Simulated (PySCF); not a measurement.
SMILES C[Te] (CH3Te), doublet at its PBE0/def2-SVP optimised geometry (Å):

```
5

C     -0.2195    -0.7561     0.0000
Te    -0.8796     1.2928     0.0000
H     -0.6014    -1.2928     0.8762
H     -0.5673    -1.2314    -0.9275
H      0.8796    -0.7561     0.0000
```

Method: PySCF with unrestricted PBE0/def2-TZVP, def2 effective core potentials past Kr. The core electrons that the potentials of Te replace are not part of the density. Cells within 0.4 Å of a nucleus heavier than hydrogen are left out (blank, or x).

Map of the spin density (e/bohr³) on the plane z = 0.0 Å:

```
|11111111111111111111111111111|
|11111111111111111111111111111|
|11111111111112211111111111111|
|11111111111122222111111111111|
|11111111111233332211111111111|
|11112222111245543221111111111|
|11122233211257754221111111111|
|11122345311127974321111111111|
|1112346733xx45985321111111111|
|112235893xxxx3875321111111111|
|1122358951xx14654221111111111|
|11123469831123443221111111111|
|11122356753112222211111111111|
|11122234442111111111111111111|
|11112223322100111111111111111|
|11111122211000011111111111111|
|111111111110xxx12221111111111|
|111111111111xxx22332111111111|
|111111111111xxx12222111111111|
|11111111111111111221111111111|
|11111111111111111111111111111|
|11111111111111111111111111111|
|11111111111111111111111111111|
|11111111111111111111111111111|
|11111111111111111111111111111|
|11111111111111111111111111111|
|11111111111111111111111111111|
|11111111111111111111111111111|
|11111111111111111111111111111|
```
Scale: ten equal steps from -0.005 (start of '0') to 0.027 (end of '9'), in the order '0123456789'; x runs from -3.50 to 3.50, y from -3.50 (bottom) to 3.50 (top).
